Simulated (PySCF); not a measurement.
5,5-difluorooxolan-3-one (C4H4F2O2), SMILES O=C1COC(C1)(F)F.

Geometry optimised at r2SCAN-D4/def2-SVP. The values are those of a single conformer.

Level of theory: r2SCAN-D4/def2-SVP in PySCF.

Frequencies are harmonic and unscaled.

Computed harmonic wavenumbers and intensities:
```csv
mode,ν (cm⁻¹),IR (km/mol),moving atoms (share of kinetic energy)
1,78,7.1,"O 36 %, F 36 %, C 19 %, H 10 %"
2,130,8.5,"C 32 %, H 30 %, O 20 %, F 18 %"
3,325,2.2,"F 53 %, O 18 %, H 15 %, C 15 %"
4,386,1.5,"F 42 %, O 27 %, C 16 %, H 15 %"
5,447,11.8,"C 41 %, O 26 %, H 17 %, F 16 %"
6,459,8.3,"C 35 %, H 30 %, F 18 %, O 17 %"
7,507,2.2,"F 47 %, O 25 %, C 15 %, H 13 %"
8,570,3.5,"O 36 %, C 27 %, F 26 %, H 11 %"
9,626,2.9,"O 38 %, C 33 %, F 19 %, H 10 %"
10,685,11.3,"F 48 %, C 29 %, O 20 %"
11,774,1.7,"H 49 %, C 36 %"
12,816,4.0,"C 48 %, H 34 %, F 9 %, O 9 %"
13,868,15.7,"C 51 %, O 19 %, H 18 %, F 12 %"
14,944,55.6,"H 49 %, C 32 %, F 12 %"
15,1063,42.4,"C 63 %, H 28 %"
16,1108,30.5,"C 50 %, H 24 %, O 22 %"
17,1110,54.4,"C 57 %, O 30 %, H 12 %"
18,1162,84.9,"H 52 %, C 38 %"
19,1206,35.3,"H 73 %, C 21 %"
20,1222,143.2,"C 57 %, H 40 %"
21,1251,239.9,"C 78 %, H 15 %"
22,1326,117.2,"H 52 %, C 41 %"
23,1339,150.1,"C 52 %, H 39 %"
24,1401,75.7,"H 71 %, C 27 %"
25,1449,21.1,H 91 %
26,1882,204.9,"C 64 %, O 36 %"
27,3034,14.1,H 94 %
28,3076,3.5,H 94 %
29,3118,3.3,"H 91 %, C 9 %"
30,3169,0.8,"H 91 %, C 9 %"
```
